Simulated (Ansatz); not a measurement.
(PbO)n off: binding per atom (eV) at several levels, gas phase, relaxed structures; Ansatz. Clusters are the lowest isomers that short searches found in that spin, judged at the geometry's level. Core potentials for Pb in the def2 sets, no spin–orbit coupling. Binding counts from free atoms in the multiplicity of their measured ground term, without zero-point energy. Singlets are spin-restricted. A dash marks a value that wasn't run or was left out as unsound. The structures are stationary points that may keep the symmetry of their start. Correlated methods freeze inner cores and use unrestricted references for open shells. Remarks come from the PBE and PBE0 runs and from stability tests at other levels; not every state was tested.

| species | state | geometry | r2SCAN-D4/def2-TZVP | PBE0-D4/def2-SVP | PBE0-D4/def2-TZVP | PBE0-D4/def2-TZVPD | RPA@PBE/def2-TZVP | remarks |
| --- | --- | --- | --- | --- | --- | --- | --- | --- |
| PbO2 (with an O–O bond) | singlet | r2SCAN-D4/def2-TZVP | 2.46 | 2.17 | 2.31 | 2.32 | 2.10 | – |
| Pb3O2 | singlet | PBE-D4/def2-SVP | 3.06 | 2.90 | 2.94 | 2.95 | 2.69 | – |
| Pb2O3 (with an O–O bond) | singlet | PBE-D4/def2-SVP | 3.16 | 2.95 | 3.01 | – | – | – |
| Pb4O3 | singlet | PBE-D4/def2-SVP | 3.43 | 3.27 | 3.30 | 3.31 | 3.05 | restricted SCF unstable in HF |

Q: Estimate the column for MP2/def2-TZVP.

A: PbO2 (with an O–O bond) 2.50; Pb3O2 3.21; Pb2O3 (with an O–O bond) 3.22; Pb4O3 3.58.
